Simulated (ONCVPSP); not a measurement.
An all-electron radial function and its pseudo partner (potassium)

Columns: radius, all-electron u(r) and pseudo u(r) of the 3p shell (level -18.84 eV) of potassium in the configuration [Ne] 3s2 3p6 4s1; LDA (Perdew-Wang 92), scalar-relativistic, ONCV scheme, ONCVPSP 4.0.1.

| r (bohr) | all-electron | pseudo |
| --- | --- | --- |
| 0.108 | -0.2987 | 0.0222 |
| 0.215 | -0.4371 | 0.0852 |
| 0.322 | -0.3083 | 0.1819 |
| 0.430 | -0.0543 | 0.3027 |
| 0.538 | 0.2180 | 0.4338 |
| 0.645 | 0.4535 | 0.5612 |
| 0.752 | 0.6357 | 0.6747 |
| 0.860 | 0.7639 | 0.7668 |
| 0.968 | 0.8421 | 0.8315 |
| 1.075 | 0.8792 | 0.8675 |
| 1.182 | 0.8855 | 0.8775 |
| 1.290 | 0.8689 | 0.8649 |
| 1.398 | 0.8363 | 0.8348 |
| 1.505 | 0.7937 | 0.7933 |
| 1.612 | 0.7449 | 0.7448 |
| 1.720 | 0.6926 | 0.6925 |
| 1.828 | 0.6393 | 0.6392 |
| 1.935 | 0.5871 | 0.5871 |
| 2.042 | 0.5367 | 0.5367 |
| 2.150 | 0.4882 | 0.4882 |
| 2.258 | 0.4426 | 0.4426 |
| 2.365 | 0.4005 | 0.4005 |
| 2.472 | 0.3616 | 0.3615 |
| 2.580 | 0.3254 | 0.3254 |
| 2.688 | 0.2924 | 0.2924 |
| 2.795 | 0.2626 | 0.2625 |

(1) How many radial nodes do the two functions have?

(2) At about which radius was the pseudo-wave matched?

(3) Is the pseudo-wave norm-conserving?

Answers

(1) The all-electron 3p function has n − l − 1 = 1; the pseudo-wave has 0, since the states of the same l below it are removed with the core.

(2) 1.80 bohr. The columns agree to 0.0005 from 1.50 bohr on; several derivatives are matched, so the curves merge somewhat inside the radius.

(3) Yes: the ONCV scheme keeps the norm inside the radius equal to the all-electron one, which fixes the energy derivative of the logarithmic derivative at the level.
